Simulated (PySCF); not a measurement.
# How methods differ on the ionisation energy of P²⁺

P²⁺ [Ne] 3s2 3p1 (2P) → P³⁺ [Ne] 3s2 (1S), as a difference of total energies. Computed with PySCF 2.14 in pcseg-2, with no relativity, point nucleus. Correlated levels: valence: [Ne] frozen. The calculations carry no spin-orbit coupling.

| method | ionisation energy (eV) | difference from reference (eV) |
| --- | --- | --- |
| UHF | 29.547 | -0.656 |
| B3LYP | 30.284 | +0.081 |
| PBE0 | 30.248 | +0.045 |
| MP2 (valence) | 29.823 | -0.380 |
| SCS-MP2 (valence) | 29.814 | -0.389 |
| CCSD (valence) | 29.937 | -0.266 |
| CCSD(T) (valence) | 29.963 | -0.240 |

Reference: 30.203 eV (measured; NIST Atomic Spectra Database, ionization energies).

The reference lies between the lowest fine-structure levels, while these numbers refer to the centres of the terms.

Errors of the correlated levels include the incompleteness of this basis and the frozen core.
